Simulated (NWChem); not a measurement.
Species: InBrF2; SMILES [F][In]([F])[Br]

Program: NWChem. Geometry: optimised at PBE0/def2-SVP (def2 core potentials past Kr).

For level PBE0/STO-3G, non-relativistic:

```yaml
highest occupied level (eV): -4.51
orbital gap (eV): 6.92
dipole (D): 1.30
```

Estimate the same quantities for level PBE0/3-21G, non-relativistic.


| Quantity | Result |
|---|---|
| highest occupied level (eV) | -8.71 |
| orbital gap (eV) | 6.10 |
| dipole (D) | 0.30 |
